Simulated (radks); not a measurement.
Question: The mean radii <r> (bohr) of the occupied orbitals of an atom or ion are listed with their occupations. All-electron calculation, scalar-relativistic Kohn-Sham, BLYP, spin-polarised, spherical densities, point nucleus. Program: a radial shooting solver on a logarithmic mesh with Libxc functionals.

| orbital | occ. | <r> |
|---|---|---|
| 1s up | 1 | 0.03344 |
| 1s down | 1 | 0.03344 |
| 2s up | 1 | 0.1457 |
| 2s down | 1 | 0.1457 |
| 2p up | 3 | 0.1269 |
| 2p down | 3 | 0.1269 |
| 3s up | 1 | 0.4028 |
| 3s down | 1 | 0.4028 |
| 3p up | 3 | 0.4032 |
| 3p down | 3 | 0.4031 |
| 3d up | 5 | 0.3843 |
| 3d down | 5 | 0.3842 |
| 4s up | 1 | 1.019 |
| 4s down | 1 | 1.017 |
| 4p up | 3 | 1.129 |
| 4p down | 3 | 1.127 |
| 4d up | 5 | 1.689 |
| 5s up | 1 | 3.305 |
| 4d down | 2 | 1.753 |

Name the element and its charge. Open shells, if any, are filled with parallel spins first.

Answer: Z = 44, ruthenium, charge 0: Ru in [Kr] 4d7 5s1. The 1s radius gives Z: for a bare nucleus <r> = (2 gamma + 1)/(2Z) with gamma = sqrt(1 - (Z/c)^2), 0.03289 bohr for Z = 44, and screening makes it slightly larger (0.03344 here). The occupations add up to 44, and the charge is Z minus that.
